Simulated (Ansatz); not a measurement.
CdH$_{5}$NOSi, SMILES `[NH2][Cd][O][SiH3]` at its PBE0-D4/def2-TZVP geometry, where that method's forces vanish. The species carries charge 0 and has multiplicity 1. Cd: def2 effective core potential.

| atom | x (Å) | y (Å) | z (Å) |
| --- | --- | --- | --- |
| N1 | 2.361 | -1.022 | -1.584 |
| Cd2 | 1.004 | -0.016 | -0.517 |
| O3 | -0.376 | 0.907 | 0.525 |
| Si4 | -1.833 | 0.534 | 1.128 |
| H5 | 2.565 | -0.553 | -2.460 |
| H6 | 3.242 | -1.095 | -1.088 |
| H7 | -1.764 | -0.584 | 2.118 |
| H8 | -2.408 | 1.723 | 1.815 |
| H9 | -2.792 | 0.106 | 0.063 |

Problem. For each bond, give half the difference of the two atoms' forces along it (eV/Å; positive pushes the atoms apart) under PBE-D4, r2SCAN-D4, B3LYP-D4, ωB97M-V in def2-TZVPP. (Estimate.)

Solution. Computed: 
| bond | length (Å) | PBE-D4 | r2SCAN-D4 | B3LYP-D4 | ωB97M-V |
| --- | --- | --- | --- | --- | --- |
| N1–Cd2 | 1.998 | -0.03 | 0.00 | 0.14 | 0.02 |
| N1–H5 | 1.014 | 0.28 | 0.05 | -0.04 | -0.06 |
| N1–H6 | 1.014 | 0.28 | 0.05 | -0.04 | -0.06 |
| Cd2–O3 | 1.960 | -0.11 | -0.08 | -0.02 | -0.03 |
| O3–Si4 | 1.620 | 0.49 | 0.13 | 0.14 | 0.12 |
| Si4–H7 | 1.495 | -0.03 | -0.04 | -0.09 | -0.11 |
| Si4–H8 | 1.489 | 0.05 | -0.02 | -0.10 | -0.15 |
| Si4–H9 | 1.495 | -0.03 | -0.04 | -0.09 | -0.11 |

B3LYP here is the variant with VWN-RPA as its local correlation; programs differ in this.
